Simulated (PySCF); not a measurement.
SMILES [GeH3][CH2][SiH2]B(O)O (CH9BGeO2Si), GFN2-xTB optimised geometry.

```
15

O      0.80    -1.03     0.00
B     -0.56    -1.03     0.00
O     -1.28    -2.16     0.02
Si    -1.39     0.76     0.00
C     -0.06     2.00    -0.59
Ge     1.77     1.61     0.02
H      1.28    -1.86     0.02
H     -0.81    -3.00     0.04
H     -2.57     0.94    -0.86
H     -1.83     1.21     1.34
H     -0.32     3.00    -0.25
H     -0.04     2.04    -1.68
H      2.55     2.91     0.05
H      2.57     0.74    -0.90
H      1.87     1.07     1.41
```

Density from PySCF with PBE/def2-TZVP at that geometry.

Minimum of the electron density along straight lines between bonded atoms, close to the bond critical point (lines longer than 1.1 times the sum of covalent radii, or with two minima, are not listed):

| bond | length / Å | ρ at the minimum / e bohr⁻³ | ∇²ρ there / e bohr⁻⁵ | position (fraction from the first atom) |
|---|---|---|---|---|
| O1–B2 | 1.358 | 0.208 | 0.96 | 0.67 |
| B2–O3 | 1.350 | 0.213 | 1.00 | 0.33 |
| B2–Si4 | 1.968 | 0.118 | -0.02 | 0.61 |
| Si4–C5 | 1.910 | 0.111 | 0.14 | 0.39 |
| C5–Ge6 | 1.969 | 0.121 | 0.08 | 0.52 |
| O1–H7 | 0.961 | 0.358 | -2.40 | 0.80 |
| O3–H8 | 0.962 | 0.358 | -2.39 | 0.80 |
| Si4–H9 | 1.476 | 0.120 | 0.16 | 0.50 |
| Si4–H10 | 1.479 | 0.119 | 0.16 | 0.50 |
| C5–H11 | 1.089 | 0.271 | -0.88 | 0.64 |
| C5–H12 | 1.090 | 0.270 | -0.87 | 0.64 |
| Ge6–H13 | 1.515 | 0.136 | 0.08 | 0.60 |
| Ge6–H14 | 1.496 | 0.142 | 0.09 | 0.60 |
| Ge6–H15 | 1.495 | 0.142 | 0.08 | 0.60 |
